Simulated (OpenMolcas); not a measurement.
## Te³⁺: the spin-orbit constant, worked from levels

```json
{"Program": "OpenMolcas 26.06", "Basis": "ANO-RCC-VQZP [8s7p5d3f2g]", "Scalar Hamiltonian": "DKH2, point nucleus", "Active space": "3 electrons in 9 orbitals (RAS2 5s 5p; RAS3 5d, at most 2 electrons)", "State averaging": "2S+1 = 4 odd, 1 root; 2S+1 = 2 odd, 11 roots; 2S+1 = 4 even, 3 roots; 2S+1 = 2 even, 9 roots", "Spin-orbit coupling": "RASSI with atomic mean-field integrals over the reference wave functions, term energies averaged over their components"}
```

Methods: RASSCF; MS-RASPT2, IPEA 0.25 Eh, imaginary shift 0.1 Eh (closed shells correlated: 4d). Measured levels: Moore, Atomic Energy Levels, vol. III, NSRDS-NBS 35 (1971 reprint of NBS Circular 467, 1958).

**The spin-orbit constant.** For the Hund term ²P° of p1, E(J) = (A/2) J(J+1) + constant and ζ = 2S·A = A. From J = 1/2 to J = 3/2 the energy changes by 1.5 A.

```
   Source  E(3/2) - E(1/2)       A     ζ
   RASSCF           7811.4  5207.6  5208
MS-RASPT2           7875.3  5250.2  5250
 measured           9223.0  6148.7  6149
```

All in cm-1. MS-RASPT2 is off by -14.6 % and RASSCF by -15.3 %. Both methods take the spin-orbit matrix elements from the reference wave functions, so the second can move ζ only through the term energies and any multistate remixing.

Active for correlation alone: 5d; no level in the range computed is led by a configuration that fills it, so any true level of that kind is missing. Measured partners are found by configuration, term and J. A level has none where our copy of the source lacks it or the pairing is in doubt (some pairs that miss far off the trend of their configuration count as doubtful), and it then counts in no deviation. Only configurations of the active space appear.

° marks odd parity.
